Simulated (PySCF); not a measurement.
Geometry:
```json
{"atom": "Ag1", "x (Å)": "-0.003", "y (Å)": "0.001", "z (Å)": "-1.524"}
{"atom": "P2", "x (Å)": "-0.002", "y (Å)": "0.000", "z (Å)": "0.820"}
{"atom": "H3", "x (Å)": "-1.218", "y (Å)": "-0.231", "z (Å)": "1.510"}
{"atom": "H4", "x (Å)": "0.409", "y (Å)": "1.170", "z (Å)": "1.506"}
{"atom": "H5", "x (Å)": "0.808", "y (Å)": "-0.940", "z (Å)": "1.504"}
{"atom": "Cl6", "x (Å)": "0.005", "y (Å)": "0.000", "z (Å)": "-3.814"}
```

Geometry: PBE0-D3(BJ)/def2-SVP; GIAO shifts from PySCF 2.14.0 with density-fitted response routines, gas phase, scalar relativity only through the core potential, averaged over equivalent atoms.

At B3LYP/pcSseg-1 (def2-TZVP on Ag) (103 basis functions, 5 s wall time on 1 thread of an Arm Neoverse V2, shared host):
| atoms | δ (ppm) |
| --- | --- |
| P2 | -225.1 |
| H3/H4/H5 | 3.39 |
| Cl6 | -41.3 |

Chemical shifts δ = σref − σ; H3PO4 for 31P (σref 297.42); 1H (σref 31.38) vs TMS; 35Cl (σref 930.46) against HCl, all at this level.

Q: Estimate the result of repeating the calculation with PBE0/pcSseg-1 (def2-TZVP on Ag).

A: 
```tsv
atoms	δ at PBE0/pcSseg-1 (def2-TZVP on Ag)	change
P2	-234.0	-8.9
H3/H4/H5	3.45	+0.06
Cl6	-59.7	-18.4
```

Shifts are taken against calculated references (same method and geometry level): 31P (σ = 310.13 ppm) against H3PO4; 1H (σ = 31.27 ppm) against TMS; 35Cl (σ = 943.27 ppm) vs HCl.

The largest change is at Cl6 (chlorine bonded to Ag). Cost: 103 basis functions, 5.3 s wall time on 1 thread of an Arm Neoverse V2, shared host.

Ag is described by an effective core potential, so it has no shielding of its own here; spin–orbit effects on the atoms bonded to it, which can be large, are absent, and the values of these neighbours are rough. Experimental scales use liquid or dissolved standards, which lie at an offset from isolated H3PO4.
